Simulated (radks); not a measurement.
The numbers below are computed, except where a source is named.
All-electron atom: I II in [Kr] 4d10 5s2 5p4.

Code: a radial shooting solver on a logarithmic mesh with Libxc functionals. Model: Dirac Kohn-Sham, PBE, spin-unpolarised, spherical densities, point nucleus; open shells are shared between the two j in proportion to 2j + 1; speed of light set to 685.18 atomic units (5 times the physical value, a model run).

Energy parts (Ry):
| part | energy |
|---|---|
| total | -13854.05419 |
| kinetic | 13878.73943 |
| electron-nucleus | -32881.29160 |
| Hartree | 5500.18929 |
| exchange-correlation | -351.69131 |

Orbitals (lengths in bohr, moments of r in powers of bohr):
orbital,occ.,eigenvalue (Ry),<r^4>,<1/r>,<r^2>
1s1/2,2,-2330.323,3.043e-06,52.63,0.001096
2s1/2,2,-352.0123,0.0005390,12.08,0.01783
2p1/2,2,-330.8172,0.0003504,12.09,0.01338
2p3/2,4,-330.0145,0.0003528,12.06,0.01343
3s1/2,2,-71.45440,0.02261,4.404,0.1223
3p1/2,2,-62.54896,0.02164,4.330,0.1169
3p3/2,4,-62.39905,0.02176,4.321,0.1172
3d3/2,4,-45.88302,0.01766,4.189,0.09855
3d5/2,6,-45.84825,0.01769,4.187,0.09865
4s1/2,2,-13.00276,0.6544,1.797,0.6671
4p1/2,2,-9.88861,0.8212,1.694,0.7348
4p3/2,4,-9.85950,0.8257,1.692,0.7368
4d3/2,4,-4.56428,1.626,1.450,0.9758
4d5/2,6,-4.55919,1.630,1.449,0.9767
5s1/2,2,-1.82084,30.43,0.6487,4.490
5p1/2,1.33333,-1.13052,61.43,0.5484,6.233
5p3/2,2.66667,-1.12746,61.80,0.5475,6.252

The highest occupied level is 5p3/2 at -15.340 eV. The density falls to 0.001 e/bohr^3 at r = 4.22 bohr.
